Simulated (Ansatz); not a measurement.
Reaction (redistribution): `C[SiH](Cl)Cl` + `O[Si](O)(Cl)N[SiH2]Cl` → `O[Si](O)(Cl)[SiH](Cl)Cl` + `CN[SiH2]Cl`

Isolated molecules relaxed with PBE0-D4/def2-TZVP in Ansatz; ΔE leaves out vibrations. CCSD(T)/CBS adds triple-zeta CCSD(T) − MP2 to the extrapolated MP2 energy (def2 sets, frozen cores). DFT in def2-TZVPP. One conformer a species, not always the lowest.

`C[SiH](Cl)Cl`:

```xyz
8

C     0.381    0.165   -0.945
Si   -0.379   -0.220    0.694
Cl   -1.265    1.461    1.461
Cl    1.068   -0.858    1.998
H     0.858   -0.728   -1.356
H    -0.386    0.507   -1.643
H     1.135    0.948   -0.842
H    -1.412   -1.274    0.633
```

`O[Si](O)(Cl)N[SiH2]Cl`:

```xyz
12

O    -0.616   -0.250    2.113
Si    0.423   -0.534    0.890
O     0.972   -2.045    1.103
Cl    1.907    0.879    0.963
N    -0.234   -0.436   -0.681
Si   -0.308    0.905   -1.748
Cl   -1.362    2.473   -0.910
H    -0.973    0.637    2.196
H     1.069   -2.346    2.009
H    -0.860   -1.196   -0.916
H    -1.046    0.474   -2.956
H     1.029    1.439   -2.063
```

`O[Si](O)(Cl)[SiH](Cl)Cl`:

Z-matrix (Å, degrees):
```
Si
O 1 1.633
Cl 1 2.058 2 108.3
O 1 1.622 2 108.8 3 -122.3
Si 1 2.335 2 112.7 3 118.8
H 2 0.959 1 118.0 3 -39.1
H 4 0.960 1 119.4 2 53.2
Cl 5 2.045 1 110.3 2 -170.6
Cl 5 2.055 1 106.1 2 -51.9
H 5 1.479 1 115.3 2 66.8
```

`CN[SiH2]Cl`:

Z-matrix (Å, degrees):
```
C
N 1 1.450
H 1 1.096 2 113.1
H 1 1.093 2 110.8 3 -122.0
H 1 1.093 2 109.4 3 119.9
Si 2 1.697 1 123.8 3 -88.7
H 2 1.008 1 113.6 3 65.8
Cl 6 2.075 2 114.8 1 68.9
H 6 1.479 2 108.8 1 -48.4
H 6 1.479 2 108.1 1 -172.4
```

```
                  species  B2PLYP energy (Eh)
           `C[SiH](Cl)Cl`         -1250.15979
  `O[Si](O)(Cl)N[SiH2]Cl`         -1707.39331
`O[Si](O)(Cl)[SiH](Cl)Cl`         -2111.52350
             `CN[SiH2]Cl`          -845.96117
```

Problem. Work out ΔE.

Solution. ΔE = (-2111.52350) + (-845.96117) − (-1250.15979) − (-1707.39331) = 0.06843 Eh = +1.86 eV. CCSD(T)/CBS gives +1.91 eV.

Largest T1 diagnostic among the species: 0.011.

From PBE to PBE0 (25 % exact exchange), in def2-TZVPP and without D4, ΔE moves by +0.13 eV.
